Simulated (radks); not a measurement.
Results of a calculation; reference values are marked as such.
La VI, 52 electrons, occupied as [Kr] 4d10 5s2 5p4.

Level of theory: Dirac Kohn-Sham, LDA (Slater exchange, Perdew-Wang correlation), spin-unpolarised, spherical densities, finite nucleus; open shells fill j = l - 1/2 first; Fermi nuclear charge, rms radius 4.855 fm (a radial shooting solver on a logarithmic mesh with Libxc functionals).

Energy parts (eV):
| part | energy |
|---|---|
| total | -230895.02 |
| kinetic | 247027.32 |
| electron-nucleus | -559154.16 |
| Hartree | 86556.90 |
| exchange-correlation | -5325.08 |

Orbitals (lengths in bohr, moments of r in powers of bohr; r(max) is where P^2 peaks; r(90%) holds 90 % of the orbital's charge):
orbital  occ.  eigenvalue (eV)      <r^4>      <r^2>   r(max)  r(90%)  small-component weight
1s1/2       2        -38729.62  1.924e-06  0.0008551  0.01609  0.0452                4.44e-02
2s1/2       2        -6209.599  0.0003186    0.01358  0.09117   0.166                9.60e-03
2p1/2       2        -5862.476  0.0002008   0.009967  0.06951   0.148                9.65e-03
2p3/2       4        -5449.867  0.0002483    0.01123  0.07468   0.156                9.09e-03
3s1/2       2        -1369.893    0.01315    0.09309   0.2609   0.419                2.92e-03
3p1/2       2        -1223.151    0.01227    0.08784   0.2474   0.413                2.86e-03
3p3/2       4        -1142.759    0.01442    0.09550   0.2587   0.430                2.71e-03
3d3/2       4        -884.6066    0.01115    0.07852   0.2081   0.404                2.59e-03
3d5/2       6        -867.3850    0.01173    0.08070   0.2113   0.409                2.55e-03
4s1/2       2        -318.4201     0.3389     0.4826   0.6083   0.940                9.01e-04
4p1/2       2        -264.3594     0.3988     0.5164   0.6185   0.981                8.37e-04
4p3/2       4        -247.0673     0.4662     0.5585   0.6429    1.02                7.86e-04
4d3/2       4        -158.1646     0.7203     0.6674   0.6663    1.14                6.47e-04
4d5/2       6        -155.1493     0.7563     0.6840   0.6743    1.15                6.33e-04
5s1/2       2         -88.0491      8.671      2.473    1.379    2.11                2.25e-04
5p1/2       2         -72.0671      12.46      2.946    1.488    2.32                1.92e-04
5p3/2       2         -68.9634      14.30      3.160    1.545    2.40                1.81e-04

The highest occupied level is 5p3/2 at -68.963 eV. The density falls to 0.001 e/bohr^3 at r = 3.20 bohr. Summed over all electrons, <r^2> = 29.80 bohr^2, which gives a Langevin (diamagnetic) susceptibility term of -23.6 x 10^-6 cm^3/mol. For comparison, the ionisation energy in NIST's Atomic Spectra Database is 74 eV (theoretical). In exact Kohn-Sham theory the highest level is minus the ionisation energy, but local and semilocal functionals leave it too shallow, through self-interaction and a potential that decays too fast; potentials with the right tail come closer.

Beside tabulated values, note that spin-unpolarised runs miss the spin-polarisation part of the exchange energy of open shells.
